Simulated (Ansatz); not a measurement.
Isolated molecules relaxed with PBE0-D4/def2-TZVP in Ansatz; ΔE leaves out vibrations. CCSD(T)/CBS is the MP2 limit (def2-TZVPP, def2-QZVPP) plus CCSD(T) − MP2 in def2-TZVPP, frozen cores. This one scheme is used for every species, atoms too. For atomizations the MP2-based limit and the directly extrapolated one differ by several kJ/mol either way, and by 10 to 25 for some Ge, Se and Sn compounds, so smaller differences from it don't rank the levels. DFT in def2-TZVPP. B3LYP here is the variant with VWN-RPA as its local correlation; programs differ in this. HSE06 is defined as in plane-wave codes. No spin–orbit coupling; open shells (•) take unrestricted orbitals. Spin–orbit coupling would lower the free atoms: a little for C, O; strongly for In. Elements past krypton have def2 core potentials. Bonds to In are less sure, by a few kJ/mol each and by 10 to 20 or more in all where they break to atoms, as the def2 sets lack core-valence functions.

Consider the atomization: `CC(C)=[O+][InH3-]` → 3 C• + 9 H• + In• + O•.

Task: What is ΔE at CCSD(T)/CBS? (Best estimate.)

Result: The calculation gave: +1170.5 kcal/mol.

Task: What do these levels give: PBE-D4, ωB97M-V, B3LYP, HSE06, CAM-B3LYP, CCSD/def2-SVP? (Estimate.)

Result: The calculation gave: PBE-D4 1186.0, ωB97M-V 1173.7, B3LYP 1157.0, HSE06 1164.0, CAM-B3LYP 1170.2, CCSD/def2-SVP 1109.3 kcal/mol.

Largest T1 diagnostic among the species: 0.015.

From r2SCAN to r2SCAN0 (25 % exact exchange), in def2-TZVPP and without D4, ΔE moves by −15.9 kcal/mol: exact exchange takes away binding that semilocal exchange gives to molecules. Leaving LDA and LC-ωPBE aside and taking each functional with its dispersion term where it has one, the values, not all of them listed here, spread over 47.8 kcal/mol, from BHLYP-D4 to PBE-D4. LDA lies +155.1 kcal/mol from PBE without D4, its usual overbinding.
